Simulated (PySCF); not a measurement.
PySCF 2.14 output of an unrestricted PBE calculation on a single atom or ion in aug-cc-pVQZ-DK, with the spin-free X2C one-electron Hamiltonian (Gaussian nucleus):

```
SCF conv_tol = 1e-09
number electrons alpha = 10  beta = 9
    J. P. Perdew, K. Burke, and M. Ernzerhof.,  Phys. Rev. Lett. 77, 3865 (1996)
    J. P. Perdew, K. Burke, and M. Ernzerhof.,  Phys. Rev. Lett. 78, 1396 (1997)
    J. P. Perdew, K. Burke, and M. Ernzerhof.,  Phys. Rev. Lett. 77, 3865 (1996)
    J. P. Perdew, K. Burke, and M. Ernzerhof.,  Phys. Rev. Lett. 78, 1396 (1997)
cycle= 1 E= -762.961212658003  delta_E= -0.00629  |g|= 0.0136  |ddm|= 9.74
cycle= 2 E= -762.961254407144  delta_E= -4.17e-05  |g|= 0.00431  |ddm|= 1.52
cycle= 3 E= -762.961259135691  delta_E= -4.73e-06  |g|= 0.000994  |ddm|= 0.0815
cycle= 4 E= -762.961259355129  delta_E= -2.19e-07  |g|= 4.23e-05  |ddm|= 0.0652
cycle= 5 E= -762.961259356719  delta_E= -1.59e-09  |g|= 4.21e-06  |ddm|= 0.0162
cycle= 6 E= -762.961259356726  delta_E= -6.59e-12  |g|= 1.7e-07  |ddm|= 0.000584
converged SCF energy = -762.961259356726  <S^2> = 0.75002125  2S+1 = 2.0000213
```

The run itself started from symmetry-adapted Hartree-Fock orbitals and held the occupation by maximum overlap, on a logarithmic radial grid, so the iterations belong to that start.

Problem. Which element, charge and spin multiplicity is this?

Solution. Sc²⁺ (scandium, charge +2), multiplicity 2; the state was [Ar] 4p1, 2P determinant (an excited configuration).
